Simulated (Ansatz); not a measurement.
Reaction (cleavage of the Si–B bond): `O[SiH2]BO[SiH3]` + `[OH][GeH2][OH]` → `O[SiH2][O][GeH2][OH]` + `BO[SiH3]`

Isolated molecules relaxed with PBE0-D4/def2-TZVP in Ansatz; ΔE leaves out vibrations. CCSD(T)/CBS adds triple-zeta CCSD(T) − MP2 to the extrapolated MP2 energy (def2 sets, frozen cores). Functionals use def2-TZVPP. B3LYP here is the variant with VWN-RPA as its local correlation; programs differ in this. For Ge outer-core shells are correlated without core-valence functions, which leaves a few kJ/mol of doubt a bond. Scalar relativity is left out up to krypton. Each species was taken in one conformer, which may not be the lowest.

`O[SiH2]BO[SiH3]`:

Cartesian coordinates in Å:
```
O -0.317 1.131 -3.040
Si 0.663 0.525 -1.848
B -0.350 0.043 -0.152
O 0.356 -0.217 0.970
Si -0.100 -0.652 2.507
H -1.115 0.642 -3.240
H 1.394 -0.692 -2.325
H 1.678 1.584 -1.602
H -1.558 -0.038 -0.105
H 0.533 -1.955 2.815
H -1.579 -0.760 2.581
H 0.394 0.388 3.438
```

`[OH][GeH2][OH]`:

Z-matrix (Å, degrees):
```
Ge
O 1 1.773
O 1 1.776 2 110.8
H 1 1.525 2 104.9 3 114.7
H 1 1.543 2 109.7 3 -119.9
H 2 0.959 1 113.6 3 70.1
H 3 0.959 1 113.3 2 -91.5
```

`O[SiH2][O][GeH2][OH]`:

Cartesian coordinates in Å:
```
O 1.633 -1.329 -1.565
Si 1.463 -0.086 -0.506
O -0.079 0.434 -0.397
Ge -1.485 -0.033 0.575
O -1.555 1.026 1.989
H 1.527 -1.139 -2.498
H 2.268 1.081 -0.946
H 1.927 -0.638 0.787
H -1.306 -1.444 1.140
H -2.698 0.181 -0.340
H -1.694 1.948 1.762
```

`BO[SiH3]`:

Cartesian coordinates in Å:
```
B 0.408 1.495 -0.204
O -0.516 0.528 -0.054
Si -0.391 -1.112 0.154
H 1.579 1.215 -0.200
H 0.026 2.623 -0.339
H 1.037 -1.519 0.164
H -1.107 -1.770 -0.964
H -1.035 -1.460 1.443
```

```json
{"level": "PBE0-D4", "ΔE (kcal/mol)": "-35.2", "difference from CCSD(T)/CBS": "3.7"}
{"level": "B3LYP-D4", "ΔE (kcal/mol)": "-38.4", "difference from CCSD(T)/CBS": "0.5"}
{"level": "ωB97X-V", "ΔE (kcal/mol)": "-38.0", "difference from CCSD(T)/CBS": "0.9"}
{"level": "B2PLYP", "ΔE (kcal/mol)": "-39.5", "difference from CCSD(T)/CBS": "-0.6"}
{"level": "B3LYP", "ΔE (kcal/mol)": "-37.9", "difference from CCSD(T)/CBS": "1.0"}
{"level": "MP2/def2-TZVPP", "ΔE (kcal/mol)": "-40.9", "difference from CCSD(T)/CBS": "-2.0"}
{"level": "SCS-MP2/def2-TZVPP", "ΔE (kcal/mol)": "-41.2", "difference from CCSD(T)/CBS": "-2.3"}
{"level": "CCSD/def2-TZVPP", "ΔE (kcal/mol)": "-39.6", "difference from CCSD(T)/CBS": "-0.7"}
{"level": "MP2/def2-QZVPP", "ΔE (kcal/mol)": "-41.0", "difference from CCSD(T)/CBS": "-2.1"}
{"level": "CCSD/CBS(def2)", "ΔE (kcal/mol)": "-39.5", "difference from CCSD(T)/CBS": "-0.6"}
{"level": "CCSD(T)/CBS", "ΔE (kcal/mol)": "-38.9", "difference from CCSD(T)/CBS": "0"}
```

Largest T1 diagnostic among the species: 0.013.

In def2-TZVPP, CCSD(T) changes the Hartree–Fock value by +5.2 kcal/mol (the triples alone add +0.6 kcal/mol) and MP2 by +3.3 kcal/mol. From PBE to PBE0 (25 % exact exchange), in def2-TZVPP and without D4, ΔE moves by −2.4 kcal/mol.
